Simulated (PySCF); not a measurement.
Constitutional and geometric isomers with formula CH4OSi. All species are isolated molecules in the gas phase. One relaxed conformer stands for each flexible species; it need not be the lowest. Strings in code marks are SMILES.

The HOMO–LUMO gap from two functionals at the same geometries (B3LYP-D3(BJ)/def2-TZVP), both in PySCF: PBE-D3(BJ)/def2-TZVP and B3LYP-D3(BJ)/def2-TZVP. B3LYP has the VWN-RPA correlation part, as in Gaussian. 

```json
[
 {"species": "`O=C[SiH3]`", "B3LYP-D3(BJ)/def2-TZVP (eV)": "5.03"},
 {"species": "`C1O[SiH2]1`", "B3LYP-D3(BJ)/def2-TZVP (eV)": "6.73"},
 {"species": "`C[SiH]=O`", "B3LYP-D3(BJ)/def2-TZVP (eV)": "5.91"},
 {"species": "`C=[SiH]O` (C–Si–O–H torsion 0°)", "B3LYP-D3(BJ)/def2-TZVP (eV)": "5.49"}
]
```

**Question.** What does PBE-D3(BJ)/def2-TZVP give for each?

**Answer.** 
- `O=C[SiH3]`: 2.85
- `C1O[SiH2]1`: 5.09
- `C[SiH]=O`: 3.99
- `C=[SiH]O` (C–Si–O–H torsion 0°): 4.02
Over these rows, drawn at random from the members with no instability flagged (it was tested for open shells, ions and some series alone), PBE minus B3LYP-D3(BJ): mean -1.80 eV, from -2.18 eV to -1.47 eV.
